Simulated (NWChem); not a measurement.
System: BNH3 cation

Excerpt of the output:

```
             Northwest Computational Chemistry Package (NWChem) 7.3.0
             --------------------------------------------------------

 C2V symmetry detected

                             Geometry "geometry" -> ""
                             -------------------------

 Output coordinates in angstroms (scale by  1.889725989 to convert to a.u.)

  No.       Tag          Charge          X              Y              Z
 ---- ---------------- ---------- -------------- -------------- --------------
    1 B                    5.0000     0.00000000     0.00000000    -0.78910840
    2 N                    7.0000     0.00000000     0.00000000     0.53116060
    3 H                    1.0000     0.00000000     0.00000000    -1.96189740
    4 H                    1.0000     0.00000000     0.85641400     1.09465760
    5 H                    1.0000     0.00000000    -0.85641400     1.09465760

 Effective nuclear repulsion energy (a.u.)      28.1964668421

      Symmetry information
      --------------------

 Group name             C2v
 Group number             16
 Group order               4
 No. of unique centers     4

                                 NWChem DFT Module
                                 -----------------

 Summary of "ao basis" -> "ao basis" (spherical)
 ------------------------------------------------------------------------------
       Tag                 Description            Shells   Functions and Types
 ---------------- ------------------------------  ------  ---------------------
 B                           6-31g*                  6       14   3s2p1d
 N                           6-31g*                  6       14   3s2p1d
 H                           6-31g*                  2        2   2s

      Symmetry analysis of basis
      --------------------------

        a1         18
        a2          2
        b1          6
        b2          8

            General Information
            -------------------
          SCF calculation type: DFT
          Wavefunction type:  closed shell.
          No. of atoms     :     5
          No. of electrons :    14
           Alpha electrons :     7
            Beta electrons :     7
          Charge           :     1
          Spin multiplicity:     1
          Use of symmetry is: on ; symmetry adaption is: on
          Maximum number of iterations: 150
          AO basis - number of functions:    34
                     number of shells:    18
          Convergence on energy requested:  1.00D-06
          Convergence on density requested:  1.00D-05
          Convergence on gradient requested:  5.00D-04

              XC Information
              --------------
                   Becke 97-D Method XC Functional
                  Becke 1997-D Exchange Functional  1.000
                Becke 1997-D Correlation Potential  1.000

             Grid Information
             ----------------
          Grid used for XC integration:  medium
          Radial quadrature: Mura-Knowles
          Angular quadrature: Lebedev.
          Tag              B.-S. Rad. Rad. Pts. Rad. Cut. Ang. Pts.
          ---              ---------- --------- --------- ---------
          B                   0.85       49           7.0       434
          N                   0.65       49           8.0       434
          H                   0.35       45           8.0       434
          Grid pruning is: on
          Number of quadrature shells:   188
          Spatial weights used:  Erf1

      Superposition of Atomic Density Guess
      -------------------------------------

 Sum of atomic energies:         -80.31452436

 Renormalizing density from      15.00 to     14

      Non-variational initial energy
      ------------------------------

 Total energy =     -77.240511
 1-e energy   =    -151.944902
 2-e energy   =      46.507924
 HOMO         =      -0.881443
 LUMO         =      -0.351584

      Symmetry analysis of molecular orbitals - initial
      -------------------------------------------------

  Numbering of irreducible representations:

     1 a1          2 a2          3 b1          4 b2

  Orbital symmetries:

     1 a1          2 a1          3 a1          4 a1          5 b2
     6 a1          7 b1          8 b2          9 b1         10 a1
    11 b2         12 a1         13 a1         14 b1         15 a1
    16 b2         17 a1

     ---------------------------------------------
      Total Density - Mulliken Population Analysis
     ---------------------------------------------

    Atom       Charge   Shell Charges
 -----------   ------   -------------------------------------------------------
    1 B    5     4.15   2.00  0.74  0.84  0.47  0.05  0.06
    2 N    7     8.37   2.00  0.93  3.28  0.73  1.43  0.01
    3 H    1     0.70   0.39  0.31
    4 H    1     0.39   0.33  0.06
    5 H    1     0.39   0.33  0.06

   convergence    iter        energy       DeltaE   RMS-Dens  Diis-err
 ---------------- ----- ----------------- --------- --------- ---------
 d= 0,ls=0.0,diis     1    -80.8406224274 -1.09D+02  5.18D-02  1.94D+00
 d= 0,ls=0.0,diis     2    -80.1033203688  7.37D-01  4.20D-02  6.60D+00
 d= 0,ls=0.0,diis     3    -81.0311345967 -9.28D-01  8.36D-03  1.23D-01
 d= 0,ls=0.0,diis     4    -81.0499069455 -1.88D-02  2.03D-03  1.18D-02
 d= 0,ls=0.0,diis     5    -81.0516775047 -1.77D-03  7.42D-05  8.85D-06
  Resetting Diis
 d= 0,ls=0.0,diis     6    -81.0516787405 -1.24D-06  7.00D-06  9.88D-08
 d= 0,ls=0.0,diis     7    -81.0516787515 -1.09D-08  4.20D-06  7.03D-09

         Total DFT energy =      -81.051678751464
      One electron energy =     -159.978801961564
           Coulomb energy =       62.476435577922
    Exchange-Corr. energy =      -11.744662102523
 Nuclear repulsion energy =       28.196466842103

    Dispersion correction =       -0.001117107402

 Numeric. integr. density =       13.999998957371

                  Occupations of the irreducible representations
                  ----------------------------------------------

                     irrep           alpha         beta
                     --------     --------     --------
                     a1                5.0          5.0
                     a2                0.0          0.0
                     b1                1.0          1.0
                     b2                1.0          1.0

                       DFT Final Molecular Orbital Analysis
                       ------------------------------------

 Vector    5  Occ=2.000000D+00  E=-7.513475D-01  Symmetry=b2
              MO Center= -1.8D-16, -8.9D-15,  6.7D-01, r^2= 9.6D-01
   Bfn.  Coefficient  Atom+Function         Bfn.  Coefficient  Atom+Function
  ----- ------------  ---------------      ----- ------------  ---------------
    18      0.502487  2 N  py                22      0.275014  2 N  py
    31      0.233391  4 H  s                 33     -0.233391  5 H  s
     4      0.115777  1 B  py                32      0.073020  4 H  s
    34     -0.073020  5 H  s

 Vector    6  Occ=2.000000D+00  E=-6.734842D-01  Symmetry=a1
              MO Center= -1.5D-17,  2.4D-15, -1.4D+00, r^2= 1.1D+00
   Bfn.  Coefficient  Atom+Function         Bfn.  Coefficient  Atom+Function
  ----- ------------  ---------------      ----- ------------  ---------------
     5      0.406307  1 B  pz                29     -0.310315  3 H  s
     2     -0.216291  1 B  s                  6     -0.193797  1 B  s
    19     -0.193465  2 N  pz                30     -0.175761  3 H  s
     1      0.107440  1 B  s                  9      0.081569  1 B  pz
    23     -0.060823  2 N  pz                16      0.050140  2 N  s

 Vector    7  Occ=2.000000D+00  E=-5.626949D-01  Symmetry=b1
              MO Center=  1.4D-16, -1.0D-16,  2.5D-01, r^2= 1.0D+00
   Bfn.  Coefficient  Atom+Function         Bfn.  Coefficient  Atom+Function
  ----- ------------  ---------------      ----- ------------  ---------------
    17      0.554652  2 N  px                21      0.386183  2 N  px
     3      0.287887  1 B  px                 7      0.097693  1 B  px
    13     -0.030956  1 B  d  1

 Vector    8  Occ=0.000000D+00  E=-3.555406D-01  Symmetry=b2
              MO Center= -2.3D-16, -8.1D-16, -6.2D-01, r^2= 1.8D+00
   Bfn.  Coefficient  Atom+Function         Bfn.  Coefficient  Atom+Function
  ----- ------------  ---------------      ----- ------------  ---------------
     4      0.614375  1 B  py                 8      0.486056  1 B  py
    32     -0.222522  4 H  s                 34      0.222522  5 H  s
    31     -0.141785  4 H  s                 33      0.141785  5 H  s
    18     -0.050115  2 N  py                25     -0.050324  2 N  d -1

 Vector    9  Occ=0.000000D+00  E=-2.918538D-01  Symmetry=b1
              MO Center=  1.4D-14, -3.4D-16, -5.9D-01, r^2= 1.7D+00
   Bfn.  Coefficient  Atom+Function         Bfn.  Coefficient  Atom+Function
  ----- ------------  ---------------      ----- ------------  ---------------
     3      0.585196  1 B  px                 7      0.559835  1 B  px
    21     -0.426105  2 N  px                17     -0.357876  2 N  px
    27      0.033157  2 N  d  1              13      0.031551  1 B  d  1

 Vector   10  Occ=0.000000D+00  E=-2.066979D-01  Symmetry=a1
              MO Center= -1.5D-15,  5.0D-16, -5.0D-02, r^2= 3.8D+00
   Bfn.  Coefficient  Atom+Function         Bfn.  Coefficient  Atom+Function
  ----- ------------  ---------------      ----- ------------  ---------------
    20      1.318987  2 N  s                  6     -1.176172  1 B  s
    30      0.709912  3 H  s                 32     -0.652160  4 H  s
    34     -0.652160  5 H  s                 16      0.270075  2 N  s
    29      0.206634  3 H  s                 15     -0.118375  2 N  s
    31     -0.112478  4 H  s                 33     -0.112478  5 H  s

     ---------------------------------------------
      Total Density - Mulliken Population Analysis
     ---------------------------------------------

    Atom       Charge   Shell Charges
 -----------   ------   -------------------------------------------------------
    1 B    5     4.45   2.00  0.66  1.18  0.38  0.17  0.05
    2 N    7     7.66   2.00  0.78  2.59  0.81  1.47  0.01
    3 H    1     0.79   0.50  0.30
    4 H    1     0.55   0.47  0.08
    5 H    1     0.55   0.47  0.08

     -------------------------------------------
      Total Density - Lowdin Population Analysis
     -------------------------------------------

    Atom       Charge   Shell Charges
 -----------   ------   -------------------------------------------------------
    1 B    5     4.64   1.98  0.53  1.05  0.42  0.55  0.11
    2 N    7     7.20   1.99  0.66  2.39  0.50  1.63  0.03
    3 H    1     0.85   0.45  0.39
    4 H    1     0.66   0.43  0.23
    5 H    1     0.66   0.43  0.23

     Multipole analysis of the density
     ---------------------------------

     L   x y z        total         alpha         beta         nuclear
     -   - - -        -----         -----         ----         -------
     0   0 0 0      1.000000     -7.000000     -7.000000     15.000000

     1   1 0 0     -0.000000     -0.000000     -0.000000      0.000000
     1   0 1 0     -0.000000     -0.000000     -0.000000      0.000000
     1   0 0 1     -0.133297     -0.066649     -0.066649     -0.000000

     2   2 0 0     -8.643834     -4.321917     -4.321917      0.000000
     2   1 1 0     -0.000000     -0.000000     -0.000000      0.000000
     2   1 0 1     -0.000000     -0.000000     -0.000000      0.000000
     2   0 2 0     -5.373425     -5.305892     -5.305892      5.238358
     2   0 1 1     -0.000000     -0.000000     -0.000000      0.000000
     2   0 0 2     -2.397310    -21.435829    -21.435829     40.474348
```

Level: B97-D/6-31G* (spherical d). The geometry was optimised at B3LYP/6-31G* (spherical d).

Q: Write an input that gives this output.

A: One answer among several that fit: the input that was run:
```
start job
memory heap 200 mb stack 900 mb global 1100 mb
charge 1
geometry units angstroms noautoz
  B      0.000000     0.000000    -0.775846
  N      0.000000     0.000000     0.544423
  H      0.000000     0.000000    -1.948635
  H      0.000000     0.856414     1.107920
  H      0.000000    -0.856414     1.107920
end
basis spherical
  * library 6-31g*
end
dft
  xc becke97-d
  disp vdw 2
  iterations 150
  mulliken
end
task dft energy
```
